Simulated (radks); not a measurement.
Values are calculated unless marked as measured or tabulated.
Removal energies from the holmium ion Ho10+, [Kr] 4d10 4f7 5s2 5p2, by Delta-SCF beside the eigenvalue of the level emptied. Code: a radial shooting solver on a logarithmic mesh with Libxc functionals. Model: scalar-relativistic Kohn-Sham, r2SCAN, spin-polarised, spherical densities, finite nucleus; meta-GGA in the generalised Kohn-Sham scheme; Fermi nuclear charge, rms radius of each element as measured or else 0.836 A^(1/3) + 0.57 fm. Open shells are filled with parallel spins first.

removed from	final configuration	Delta-SCF (eV)	-eigenvalue (eV)
5p	[Kr] 4d10 4f7 5s2 5p1	186.83	178.33
4f	[Kr] 4d10 4f6 5s2 5p2	202.10	187.28
5s	[Kr] 4d10 4f7 5s1 5p2	210.44	202.65
4d	[Kr] 4d9 4f7 5s2 5p2	356.59	341.56
